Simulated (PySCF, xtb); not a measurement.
C5H4F2O, SMILES C1(=O)[C@H](F)C/C1=C\F.

Harmonic wavenumbers (cm⁻¹) from GFN2-xTB run with xtb at its own minimum, in rising order: 58, 139, 165, 234, 337, 380, 401, 553, 638, 696, 805, 838, 871, 963, 1010, 1069, 1115, 1119, 1146, 1158, 1213, 1265, 1277, 1426, 1715, 1845, 2937, 3011, 3022, 3073.

Problem. What does PBE-D3(BJ)/def2-SVP in PySCF give at its own minimum? (The exact figures need the calculation; the answer reports its results.)

Solution. 67, 132, 169, 222, 338, 384, 393, 535, 629, 726, 812, 836, 864, 963, 980, 1055, 1098, 1133, 1171, 1178, 1210, 1315, 1325, 1384, 1706, 1826, 2964, 3000, 3068, 3121. Paired by order, the mean absolute difference is 18 cm⁻¹ and the zero-point energies are 49.3 and 49.5 kcal/mol.
